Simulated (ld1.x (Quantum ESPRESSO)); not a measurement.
Te: excitation energies, all-electron against TM

```
Element                 : tellurium (Te)
Generator               : ld1.x (Quantum ESPRESSO) 7.5
Type                    : norm-conserving Troullier–Martins (Kleinman–Bylander form)
Functional              : PBE
Relativity              : scalar-relativistic
Frozen core             : [Kr] 4d10
Valence charge          : 6
Reference configuration : 5s2 5p4
Partial waves           : 5s (bound): rc 1.70 bohr; 5p (bound): rc 2.05 bohr; 5d channel at 0.3 Ry: rc 2.20 bohr
Local potential         : the d channel
Core correction         : none
```

Energies are relative to the spin-unpolarised reference configuration 5s2 5p4; without spin polarisation the order of configurations can differ from experiment. The frozen-core shift is the all-electron ΔE with the core orbitals held at their reference shape minus the fully relaxed ΔE.

```
valence configuration  charge  ΔE all-electron (eV)  error AE − PS (meV)  frozen-core shift (meV)
              5s2 5p2      +2                27.653                  -66                      +40
              5s2 5p1      +3                54.551                 -142                     +140
            5s2 5p4.3    -0.3                -1.469                 -0.2                     -0.2
              5s1 5p4      +1                19.571                  -23                      +27
              5s2 5p0      +4                91.034                 -148                     +372
```

Question: What are ΔE and the potential's error for 5s2 5p3.5?

Answer: ΔE = 3.897 eV all-electron; the error (AE − PS) is -3.6 meV.

Question: What are ΔE and the potential's error for 5s2 5p3?

Answer: ΔE = 9.729 eV all-electron; the error (AE − PS) is -15 meV.

Levels in the configuration 5s1 5p4:

```json
{"level": "5s", "all-electron (eV)": "-24.223", "pseudo (eV)": "-24.264"}
{"level": "5p", "all-electron (eV)": "-14.299", "pseudo (eV)": "-14.335"}
```

A variational frozen-core shift is positive and of second order in the change. This column holds negative values, so the frozen-core run of ld1.x carries numerical noise or an error of first order here, and the column gives no more than the rough size of the effect.

Note: ghost states, extra bound levels that the all-electron valence spectrum of the same l lacks: s at -388.1 eV, p at -114.6 eV. A true bound ghost makes a file unfit for plane-wave use.
